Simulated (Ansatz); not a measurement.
Two isomers of C2H4FNOSi: A = `O[SiH]1CN=C1F`, B = `CO[SiH](F)C#N`.

Program: Ansatz. Geometries: PBE0-D4/def2-TZVP. ΔE: electronic, gas phase. CBS: MP2 limit from def2 TZ/QZ plus the TZ coupled-cluster correction, frozen cores. DFT in def2-TZVPP. B3LYP here is the variant with VWN-RPA as its local correlation; programs differ in this. Each species was taken in one conformer, which may not be the lowest.

Question: Which is lower in electronic energy at CCSD(T)/CBS, and by how much? (Best estimate.)

Answer: Computed: B, by 60.9 kcal/mol.

Question: Give E(B) − E(A) in kcal/mol with PBE-D4, LDA (SPW92), B2PLYP, CCSD(T)/def2-SVP, r2SCAN-D4, MP2/def2-TZVPP, B3LYP. (Best estimate.)

Answer: The calculation gave: PBE-D4 -47.9, LDA (SPW92) -39.3, B2PLYP -62.4, CCSD(T)/def2-SVP -61.7, r2SCAN-D4 -54.4, MP2/def2-TZVPP -63.7, B3LYP -59.8. None reverses the order clearly.

Question: Does the order hold for the free energy at 298.15 K (harmonic terms from PBE0-D4)? (Best estimate.)

Answer: Computed: Yes: G(B) − G(A) = -62.6 kcal/mol, for one conformer each.

Largest T1 diagnostic: 0.013.

At CCSD(T), def2-SVP lies −0.8 kcal/mol from the extrapolated value and def2-TZVPP −0.9 kcal/mol. From BLYP to BHLYP (50 % exact exchange), in def2-TZVPP and without D4, E(B) − E(A) moves by −3.2 kcal/mol.
